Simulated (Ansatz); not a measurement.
Z-matrix (Å, degrees):
```
S
C 1 1.8211
H 2 1.0982 1 106.71
H 2 1.0988 3 109.73 1 -118.71
H 2 1.0992 3 109.55 4 -122.14
C 1 1.8211 2 100.61 3 175.60
H 6 1.0982 1 106.71 2 -175.58
H 6 1.0988 7 109.72 1 118.71
H 6 1.0991 7 109.55 8 122.14
Al 1 2.4928 2 100.46 3 72.75
H 10 1.5966 1 98.74 2 170.61
H 10 1.5966 11 119.58 1 -105.28
H 10 1.6042 11 117.44 12 -153.08
```
Charge 0, multiplicity 1.

The numbers are results of frozen-core CCSD(T)/cc-pVTZ // B3LYP-D3(BJ)/def2-SVP (Ansatz, a program for electronic structure), not measurements.

```json
{
  "HF energy": "-720.47026 Ha",
  "MP2 correlation energy": "-0.64322 Ha"
}
```

Question: Estimate the CCSD correlation energy, the (T) correction, the total energy and the T1 diagnostic.

Answer: 
| Quantity | Result |
|---|---|
| CCSD correlation energy | -0.70703 Ha |
| (T) correction | -0.02708 Ha |
| CCSD(T) total energy | -721.20438 Ha |
| T1 diagnostic | 0.010 |
